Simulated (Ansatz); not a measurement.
C₃H₇AlSn (`[SnH3]/[CH]=[C]1\[CH2][AlH]1`), relaxed with RKS PBE-D4/def2-SVP in the Gaussian-basis code of Ansatz from a rough embedded geometry. The force threshold is 0.03 eV/Å; the program also tests the step.

The species carries charge 0 and has multiplicity 1. Sn: def2 effective core potential.

Start:

```xyz
12

Sn   -0.441    1.774    1.381
C    -1.068    0.416   -0.092
C    -0.211   -0.484   -0.509
C     1.193   -1.184   -0.566
Al    0.283   -2.067   -1.779
H    -1.835    2.816    1.811
H    -0.023    0.844    2.833
H     0.886    2.669    0.850
H    -2.104    0.471   -0.538
H     1.349   -1.657    0.427
H     1.948   -0.430   -0.873
H     0.023   -3.166   -2.946
```

```csv
step,energy (eV),largest force (eV/Å),largest move (Å)
1,-15636.1515,4.519,0.000
2,-15637.0020,1.908,0.176
3,-15637.2310,0.807,0.152
4,-15637.2905,0.535,0.200
5,-15637.3092,0.225,0.063
6,-15637.3120,0.131,0.068
7,-15637.3172,0.037,0.033
8,-15637.3178,0.033,0.014
9,-15637.3188,0.052,0.039
10,-15637.3193,0.048,0.034
11,-15637.3202,0.064,0.058
12,-15637.3213,0.091,0.043
13,-15637.3230,0.194,0.077
14,-15637.3245,0.203,0.039
15 (rejected),-15637.3060,0.431,0.200
16,-15637.3284,0.118,0.097
17,-15637.3289,0.173,0.041
18,-15637.3300,0.082,0.013
19,-15637.3302,0.058,0.045
20,-15637.3306,0.010,0.009
```

End:

```xyz
12

Sn   -0.370    1.742    1.273
C    -1.153    0.252   -0.095
C    -0.416   -0.799   -0.502
C     1.080   -1.097   -0.344
Al    0.223   -1.964   -1.876
H    -1.635    2.844    1.704
H     0.242    0.992    2.708
H     0.922    2.649    0.556
H    -2.197    0.370   -0.437
H     1.287   -1.873    0.430
H     1.788   -0.248   -0.231
H     0.228   -2.868   -3.186
```

Hardware: 4 threads of an Arm Neoverse V1 on a shared host. Wall time 33 s, peak host memory 0.18 GiB.
